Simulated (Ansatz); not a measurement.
Consider the ligand exchange at the Si–S bond: `C[SiH2][S][GaH2]` + `N[SiH](O)O` → `C[SiH2]N[SiH](O)O` + `[SH][GaH2]`.

Program: Ansatz. Geometries: PBE0-D4/def2-TZVP. ΔE: electronic, gas phase. CCSD(T)/CBS adds triple-zeta CCSD(T) − MP2 to the extrapolated MP2 energy (def2 sets, frozen cores). This one scheme is used for every species. DFT in def2-TZVPP. B3LYP here is the variant with VWN-RPA as its local correlation; programs differ in this. For Ga outer-core shells are correlated without core-valence functions, which leaves a few kJ/mol of doubt a bond. Scalar relativity is left out up to krypton. Each species was taken in one conformer, which may not be the lowest.

```tsv
level	ΔE (kJ/mol)	difference from CCSD(T)/CBS
PBE-D4	14.5	6.5
PBE0-D4	12.4	4.4
ωB97M-V	4.9	-3.1
r2SCAN	8.6	0.6
PBE0	10.8	2.8
B3LYP	1.7	-6.3
HF/def2-TZVPP	-4.7	-12.7
MP2/def2-TZVPP	8.9	0.9
SCS-MP2/def2-TZVPP	4.3	-3.7
CCSD/def2-TZVPP	1.7	-6.3
CCSD(T)/def2-TZVPP	4.2	-3.8
HF/def2-QZVPP	-5.8	-13.8
MP2/def2-QZVPP	10.8	2.8
SCS-MP2/def2-QZVPP	6.1	-1.9
HF/CBS(def2)	-5.9	-13.9
CCSD/CBS(def2)	5.6	-2.4
CCSD(T)/CBS	8.0	0
```

Largest T1 diagnostic among the species: 0.013.

In def2-TZVPP, CCSD(T) changes the Hartree–Fock value by +8.9 kJ/mol (the triples alone add +2.4 kJ/mol) and MP2 by +13.6 kJ/mol. The D4 term adds +3.8 kJ/mol with B3LYP and +1.7 kJ/mol with PBE0; it sums over pairs of atoms, weighted by their polarisabilities, and B3LYP, whose exchange is more repulsive, gets the larger term.
